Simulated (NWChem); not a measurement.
System: GeH3SeF; SMILES [GeH3][Se]F

NWChem printed, in part:

```
             Northwest Computational Chemistry Package (NWChem) 7.3.0
             --------------------------------------------------------

                             Geometry "geometry" -> ""
                             -------------------------

 Output coordinates in angstroms (scale by  1.889725989 to convert to a.u.)

  No.       Tag          Charge          X              Y              Z
 ---- ---------------- ---------- -------------- -------------- --------------
    1 Se                  34.0000    -0.26716700     0.97739600    -0.45243400
    2 F                    9.0000     1.05686500     1.49639100     0.62401500
    3 Ge                  32.0000     0.12458700    -1.32404000    -0.09105500
    4 H                    1.0000    -0.05600100    -1.64081700     1.40039600
    5 H                    1.0000    -0.93948900    -2.03141300    -0.94792500
    6 H                    1.0000     1.54419100    -1.67693500    -0.55759900

 Effective nuclear repulsion energy (a.u.)     438.9129477924

                              NWChem Property Module
                              ----------------------

                                 NWChem DFT Module
                                 -----------------

 Summary of "ao basis" -> "ao basis" (spherical)
 ------------------------------------------------------------------------------
       Tag                 Description            Shells   Functions and Types
 ---------------- ------------------------------  ------  ---------------------
 Se                        def2-svpd                15       41   6s5p4d
 F                         def2-svpd                 9       23   4s3p2d
 Ge                        def2-svpd                14       38   6s4p4d
 H                         def2-svpd                 4        8   2s2p

            General Information
            -------------------
          SCF calculation type: DFT
          Wavefunction type:  closed shell.
          No. of atoms     :     6
          No. of electrons :    78
           Alpha electrons :    39
            Beta electrons :    39
          Charge           :     0
          Spin multiplicity:     1
          Use of symmetry is: off; symmetry adaption is: off
          Maximum number of iterations: 150
          AO basis - number of functions:   126
                     number of shells:    50
          Convergence on energy requested:  1.00D-06
          Convergence on density requested:  1.00D-05
          Convergence on gradient requested:  5.00D-04

              XC Information
              --------------
                         B3LYP Method XC Potential
                     Hartree-Fock (Exact) Exchange  0.200
                        Slater Exchange Functional  0.800 local
                    Becke 1988 Exchange Functional  0.720 non-local
              Lee-Yang-Parr Correlation Functional  0.810
                  VWN I RPA Correlation Functional  0.190 local

             Grid Information
             ----------------
          Grid used for XC integration:  medium
          Radial quadrature: Mura-Knowles
          Angular quadrature: Lebedev.
          Tag              B.-S. Rad. Rad. Pts. Rad. Cut. Ang. Pts.
          ---              ---------- --------- --------- ---------
          Se                  1.15      112          12.0       590
          F                   0.50       49          12.0       434
          Ge                  1.25      112          12.0       590
          H                   0.35       45          12.0       434
          Grid pruning is: on
          Number of quadrature shells:   408
          Spatial weights used:  Erf1

      Superposition of Atomic Density Guess
      -------------------------------------

 Sum of atomic energies:       -4575.35257976

      Non-variational initial energy
      ------------------------------

 Total energy =   -4575.823890
 1-e energy   =   -7254.440610
 2-e energy   =    2239.703772
 HOMO         =      -0.257670
 LUMO         =      -0.093209

   convergence    iter        energy       DeltaE   RMS-Dens  Diis-err
 ---------------- ----- ----------------- --------- --------- ---------
 d= 0,ls=0.0,diis     1  -4579.5843236522 -5.02D+03  1.13D-02  5.48D-01
 d= 0,ls=0.0,diis     2  -4579.5181654310  6.62D-02  5.36D-03  1.34D+00
 d= 0,ls=0.0,diis     3  -4579.6433436070 -1.25D-01  1.28D-03  8.16D-02
 d= 0,ls=0.0,diis     4  -4579.6498846457 -6.54D-03  4.99D-04  2.16D-03
 d= 0,ls=0.0,diis     5  -4579.6501542224 -2.70D-04  1.60D-04  4.69D-04
  Resetting Diis
 d= 0,ls=0.0,diis     6  -4579.6502126849 -5.85D-05  2.23D-05  1.83D-05
 d= 0,ls=0.0,diis     7  -4579.6502139374 -1.25D-06  7.45D-06  4.50D-07
 d= 0,ls=0.0,diis     8  -4579.6502139331  4.26D-09  3.62D-06  5.34D-07

         Total DFT energy =    -4579.650213933118
      One electron energy =    -7253.221842436755
           Coulomb energy =     2412.494537839688
    Exchange-Corr. energy =     -177.835857128488
 Nuclear repulsion energy =      438.912947792437

 Numeric. integr. density =       78.000000107365

                       DFT Final Molecular Orbital Analysis
                       ------------------------------------

 Vector   37  Occ=2.000000D+00  E=-3.707886D-01
              MO Center=  5.2D-01, -1.4D+00,  2.3D-01, r^2= 2.6D+00
   Bfn.  Coefficient  Atom+Function         Bfn.  Coefficient  Atom+Function
  ----- ------------  ---------------      ----- ------------  ---------------
   103      0.318321  4 H  s                119     -0.319217  6 H  s
    79      0.261784  3 Ge pz                77     -0.214985  3 Ge px
    82      0.178413  3 Ge pz                76     -0.155089  3 Ge pz
    80     -0.146508  3 Ge px                74      0.127365  3 Ge px
   104      0.114741  4 H  s                120     -0.115038  6 H  s

 Vector   38  Occ=2.000000D+00  E=-3.178646D-01
              MO Center= -3.4D-02,  4.1D-01, -2.5D-01, r^2= 3.4D+00
   Bfn.  Coefficient  Atom+Function         Bfn.  Coefficient  Atom+Function
  ----- ------------  ---------------      ----- ------------  ---------------
    14      0.367817  1 Se py                17      0.362467  1 Se py
    78     -0.286508  3 Ge py                47      0.267030  2 F  py
    11     -0.227433  1 Se py                69      0.183788  3 Ge s
    50     -0.181555  2 F  py                 4      0.179475  1 Se s
    75      0.159544  3 Ge py                81     -0.145256  3 Ge py

 Vector   39  Occ=2.000000D+00  E=-2.496770D-01
              MO Center= -1.5D-01,  8.1D-01, -3.6D-01, r^2= 2.4D+00
   Bfn.  Coefficient  Atom+Function         Bfn.  Coefficient  Atom+Function
  ----- ------------  ---------------      ----- ------------  ---------------
    18      0.426825  1 Se pz                15      0.396259  1 Se pz
    16     -0.349897  1 Se px                13     -0.324830  1 Se px
    12     -0.243281  1 Se pz                10      0.199428  1 Se px
    48      0.178767  2 F  pz                46     -0.146564  2 F  px
    51     -0.124537  2 F  pz                49      0.102100  2 F  px

 Vector   40  Occ=0.000000D+00  E=-9.440108D-02
              MO Center= -1.8D-01,  8.2D-01, -3.8D-01, r^2= 3.4D+00
   Bfn.  Coefficient  Atom+Function         Bfn.  Coefficient  Atom+Function
  ----- ------------  ---------------      ----- ------------  ---------------
    16      0.403089  1 Se px                18      0.325829  1 Se pz
    13      0.285489  1 Se px                17      0.265198  1 Se py
    46     -0.233306  2 F  px                15      0.230694  1 Se pz
    44     -0.230292  2 F  s                 14      0.192289  1 Se py
    48     -0.189838  2 F  pz                49      0.189540  2 F  px

 Vector   41  Occ=0.000000D+00  E=-3.578715D-02
              MO Center= -3.5D-02, -7.8D-01, -2.3D-01, r^2= 7.3D+00
   Bfn.  Coefficient  Atom+Function         Bfn.  Coefficient  Atom+Function
  ----- ------------  ---------------      ----- ------------  ---------------
    69      1.979838  3 Ge s                 70     -1.585349  3 Ge s
     6      0.684654  1 Se s                 68      0.429133  3 Ge s
    17      0.366867  1 Se py               104     -0.353789  4 H  s
   120     -0.354121  6 H  s                  4     -0.334713  1 Se s
   112     -0.316576  5 H  s                  5     -0.275725  1 Se s

 Vector   42  Occ=0.000000D+00  E=-7.854406D-03
              MO Center= -6.6D-02, -1.1D+00, -2.5D-01, r^2= 7.9D+00
   Bfn.  Coefficient  Atom+Function         Bfn.  Coefficient  Atom+Function
  ----- ------------  ---------------      ----- ------------  ---------------
    69      2.479968  3 Ge s                 70     -1.868107  3 Ge s
     6     -0.513350  1 Se s                112     -0.438766  5 H  s
   104     -0.356807  4 H  s                120     -0.356675  6 H  s
    68      0.318981  3 Ge s                 45      0.289283  2 F  s
    81     -0.283267  3 Ge py                67     -0.219611  3 Ge s

     Multipole analysis of the density
     ---------------------------------

     L   x y z        total         alpha         beta         nuclear
     -   - - -        -----         -----         ----         -------
     0   0 0 0     -0.000000    -39.000000    -39.000000     78.000000

[...]

 DFT Linear Response polarizability / au
 Frequency  =       0.0000000 / au
              X              Y              Z
 -----------------------------------------------
 X      56.1766212     -1.9980516      1.4031573
 Y      -1.9980359     77.0153924     -2.0278795
 Z       1.4031565     -2.0278926     55.6941256
 -----------------------------------------------
 Eigenvalues =      56.9590468     77.4189795     54.5081128
 Isotropic   =      62.9620464
 Anisotropic =      21.7890309
 -----------------------------------------------

 Magnetic Dipole Response Matrix (nonzero elements):

 Exiting AOResponse driver routine
```

Level: B3LYP/def2-SVPD. Coordinates come from a PBE0/def2-SVP optimisation.

Q: Reconstruct the input file.

A: One answer among several that fit: the input that was run:
```
start job
memory heap 200 mb stack 900 mb global 1100 mb
geometry units angstroms noautosym nocenter noautoz
  Se    -0.267167     0.977396    -0.452434
  F      1.056865     1.496391     0.624015
  Ge     0.124587    -1.324040    -0.091055
  H     -0.056001    -1.640817     1.400396
  H     -0.939489    -2.031413    -0.947925
  H      1.544191    -1.676935    -0.557599
end
basis spherical
  * library def2-svpd
end
dft
  xc b3lyp
  iterations 150
end
property
  response 1 0.0
end
task dft property
```
